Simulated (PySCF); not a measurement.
## Partial charges of `P[SiH]1CC1`

Species: C2H7PSi.
Structure used (PBE0-D3(BJ)/def2-SVP), in Å, numbered top down from 1:
```xyz
11
C2H7PSi angstrom
P      2.0994   -0.2068    0.8358
Si     0.3178   -0.1973   -0.5212
C     -1.3356   -0.4610    0.3022
C     -1.0434    0.9961   -0.0692
H      2.9554    0.4983   -0.0654
H      2.5733   -1.4907    0.4252
H      0.4518   -0.5880   -1.9502
H     -1.3588   -0.7041    1.3700
H     -2.1260   -0.9675   -0.2624
H     -1.6443    1.4318   -0.8749
H     -0.8787    1.6946    0.7582
```

Density: PBE0/pcSseg-1 (PySCF); schemes: Mulliken, IAO, Hirshfeld and ESP-fitted. The structure is a single PBE0-D3(BJ)/def2-SVP conformer in the gas phase; no vibrational or solvent corrections.

Do the Mulliken, IAO, Hirshfeld and ESP-fitted schemes agree on where the charge is lowest?

All schemes pick atoms of one kind: Mulliken C3 and C4 (-0.453); IAO C3 and C4 (-0.513); Hirshfeld C3 and C4 (-0.167); ESP-fitted C3 (-0.362).

For which atoms does the sign change between the 4 schemes (beyond +0.03 e in one, beyond −0.03 e in another)?

For none.

Do the Mulliken, IAO, Hirshfeld and ESP-fitted schemes agree on where the charge is highest?

All schemes agree: Mulliken Si2 (+0.410); IAO Si2 (+0.582); Hirshfeld Si2 (+0.248); ESP-fitted Si2 (+0.243).

Give the atomic charges in each scheme.

In e:

| atom | environment | Mulliken | IAO | Hirshfeld | ESP-fitted |
| --- | --- | --- | --- | --- | --- |
| P1 | three-coordinate phosphorus | -0.215 | -0.080 | -0.004 | -0.266 |
| Si2 | SiH silicon | +0.410 | +0.582 | +0.248 | +0.243 |
| C3 | sp3 carbon bound to silicon | -0.453 | -0.513 | -0.167 | -0.362 |
| C4 | sp3 carbon bound to silicon | -0.453 | -0.513 | -0.167 | -0.354 |
| H5 | P–H hydrogen | +0.062 | 0.000 | -0.008 | +0.099 |
| H6 | P–H hydrogen | +0.062 | 0.000 | -0.008 | +0.100 |
| H7 | Si–H hydrogen | -0.041 | -0.098 | -0.068 | -0.047 |
| H8 | methylene hydrogen | +0.159 | +0.156 | +0.042 | +0.152 |
| H9 | methylene hydrogen | +0.155 | +0.155 | +0.044 | +0.142 |
| H10 | methylene hydrogen | +0.155 | +0.155 | +0.044 | +0.142 |
| H11 | methylene hydrogen | +0.159 | +0.156 | +0.042 | +0.152 |

Mean size of the charges over all atoms: IAO 0.219 e, Mulliken 0.211 e, ESP-fitted 0.187 e, Hirshfeld 0.077 e. Each set sums to the total charge, 0, to within 0.001 e. The IAO scheme counts the electrons in orthogonalised intrinsic atomic orbitals, a minimal basis polarised so that it spans the occupied orbitals exactly.

Sum the charges by element, for elements with more than one atom.

```json
{"element": "C", "atoms": "2", "Mulliken": "-0.906", "IAO": "-1.026", "Hirshfeld": "-0.334", "ESP-fitted": "-0.716"}
{"element": "H", "atoms": "7", "Mulliken": "+0.711", "IAO": "+0.524", "Hirshfeld": "+0.090", "ESP-fitted": "+0.739"}
```

How closely do the schemes follow one another over all atoms?

Correlation coefficient and root-mean-square difference: IAO with Hirshfeld 0.98, 0.193 e; Mulliken with ESP-fitted 0.98, 0.069 e; Mulliken with IAO 0.97, 0.078 e; Mulliken with Hirshfeld 0.92, 0.164 e; IAO with ESP-fitted 0.90, 0.142 e; Hirshfeld with ESP-fitted 0.82, 0.138 e.
